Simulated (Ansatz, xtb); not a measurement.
Stretching the Ge1–H2 bond in FGeH (SMILES [F][GeH]) (multiplicity 1 held, fragments rigid). Energies count from the point at 1.615 Å.
Geometry at that point (charge 0, multiplicity 1):
```xyz
3

Ge    -0.11370    -0.22691     0.28077
H     -0.98452    -1.05346    -0.79918
F      0.51367     0.92383    -0.90949
```

Unrestricted levels (U-) break spin symmetry where that is lower. Active spaces are followed from a long bond inwards. Curves can end on different states.

Frozen-core correlation. Filled d and f shells under p-block atoms count as core.

Codes used: Ansatz (a quantum-chemistry and plane-wave program) with Gaussian orbitals; xtb for the GFN methods. Values without a source in brackets are computed. The GFN methods have no spin term and hold the electronic entropy of 300 K.

Energies in eV.

| R (Å) | GFN2-xTB | U-MP2/cc-pVDZ | FIC-NEVPT4(SD) on CASSCF(2,2)/cc-pVDZ | FIC-MRCISD+Q on CASSCF(2,2)/cc-pVDZ |
|---|---|---|---|---|
| 1.292 | 1.06 | 1.15 | 1.10 | 1.09 |
| 1.453 | 0.22 | 0.23 | 0.21 | 0.20 |
| 1.615 | 0.00 | 0.00 | 0.00 | 0.00 |
| 1.776 | 0.03 | 0.16 | 0.13 | 0.14 |
| 1.938 | 0.19 | 0.50 | 0.43 | 0.44 |
| 2.180 | 0.58 | 1.21 | 0.97 | 1.00 |
| 2.422 | 1.08 | 1.99 | 1.49 | 1.53 |
| 2.826 | 1.94 | 2.53 | 2.17 | 2.22 |
| 3.230 | 2.68 | 2.70 | 2.57 | 2.62 |
| 3.714 | 3.32 | 2.76 | 2.78 | 2.84 |
| 4.360 | 3.71 | 2.79 | 2.87 | 2.92 |
| 5.168 | 3.84 | 2.79 | 2.89 | 2.94 |

Doubts at one or more of the structures used: a spin-contaminated determinant (U-MP2/cc-pVDZ).
